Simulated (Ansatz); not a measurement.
Input file for F₅Si− (`F[Si-](F)(F)(F)F`):

```yaml
crystal:
  periodic: [false, false, false]
  atoms:
    - {symbol: F, position_ang: [-0.716862, -1.106039, 1.023496]}
    - {symbol: Si, position_ang: [-0.000006, -0.000022, -0.000028]}
    - {symbol: F, position_ang: [-1.466660, 0.583529, -0.396369]}
    - {symbol: F, position_ang: [0.651511, -1.218369, -0.860171]}
    - {symbol: F, position_ang: [0.716537, 1.105819, -1.023965]}
    - {symbol: F, position_ang: [0.815470, 0.635081, 1.257028]}
basis:
  gaussian: {orbitals: def2-SVPD}
total_charge: -1
correlation: {method: ccsd_t}
```

```sh
$ ansatz run in.yaml --threads 4 --pin off --events-out ev --progress --plain
```

The program prints (abridged):

```
Functional definition: HF
1335 factors; integrals over basis functions are off by at most 1.2e-4 eV
mean field evaluation 1: about -21386.5602 eV, gradient 3.5e1 eV
mean field evaluation 2: about -21386.6351 eV, gradient 3.6e1 eV
mean field evaluation 4: about -21388.8831 eV, gradient 2.7e0 eV
mean field evaluation 8: about -21388.9039 eV, gradient 9.0e-2 eV
mean field -21388.90398220 eV, -786.0277234259 hartree, gradient 2.8e-6 eV, S^2 0.000000; 0 other end points of the search recorded, 0 dependent functions left out
10 core orbitals not correlated: weight in the atoms' cores, before any rotation towards them, 1.000 or more for the frozen orbitals, at most 0.000 for the correlated occupied ones
reference -21388.90398220 eV, -786.0277234259 hartree; 20, 20 occupied and 109, 109 virtual orbitals, 1335 factors
second order -29.62566866 eV of doubles, -0.00000000 eV of singles
cycle   1  -29.08869502 eV  change    5.4e-1 eV  update   1.3e-1
cycle   2  -29.69332672 eV  change   -6.0e-1 eV  update   3.3e-2
cycle   3  -29.83100442 eV  change   -1.4e-1 eV  update   1.7e-2
cycle   4  -29.81894843 eV  change    1.2e-2 eV  update   2.6e-3
cycle   5  -29.81445352 eV  change    4.5e-3 eV  update   1.1e-3
cycle   6  -29.81483158 eV  change   -3.8e-4 eV  update   2.7e-4
cycle   7  -29.81490497 eV  change   -7.3e-5 eV  update   9.4e-5
cycle   8  -29.81482724 eV  change    7.8e-5 eV  update   2.6e-5
cycle   9  -29.81480677 eV  change    2.0e-5 eV  update   7.3e-6
perturbative correction -0.62348782 eV, -0.0229127549 hartree
Total energy: -21419.34227679 eV, -787.1463101204 hartree
```

Hardware: 4 threads of a server CPU on a shared host. Wall time 43 s, peak host memory 1.1 GiB.

Correlation energy per correlated electron: -0.761 eV. T1 diagnostic: 0.0143.
